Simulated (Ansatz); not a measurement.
# Worked example: GeH(OH)3 + C2H2F3 → Ge(OH)3 + C2H3F3

Species: GeH(OH)3, singlet; C2H2F3 `[CH2]C(F)(F)F`, doublet; Ge(OH)3, doublet; C2H3F3 (1,1,1-trifluoroethane) `CC(F)(F)F`, singlet. A radical takes H: the energy is the difference in strength between the Ge–H bond broken and the C–H bond made.

Shapes, held fixed at every level: PBE0-D4/def2-TZVP. Flexible molecules stand in one conformer, not always the lowest. Programs: Ansatz 0.2.0. The zero-point and thermal change to 298 K, harmonic and unscaled (PBE0-D4/def2-TZVP), is +13.9 kJ/mol.

At CCSD(T)/def2-TZVPP; 1 Eh = 2625.50 kJ/mol:

| species | energy (Eh) |
| --- | --- |
| GeH(OH)3 | -2303.502134 |
| C2H2F3 | -376.439187 |
| Ge(OH)3 | -2302.857774 |
| C2H3F3 | -377.118282 |

Problem. Work out ΔH(298 K) of the reaction at this level.

Solution. 
1. Products less reactants: (-2302.857774) + (-377.118282) − [(-2303.502134) + (-376.439187)] = -0.034735 Eh = -91.2 kJ/mol.
2. With the thermal change: -91.2 + (+13.9) = -77.3 kJ/mol.

Other levels give -114.1 (SPW92/def2-TZVPP) to -38.8 kJ/mol (HF/def2-SVP). No measured value is set beside it here. Open shells run unrestricted. Relativity is left out for Ge. Outer-core shells of Ge are correlated, in sets that cover them unevenly.
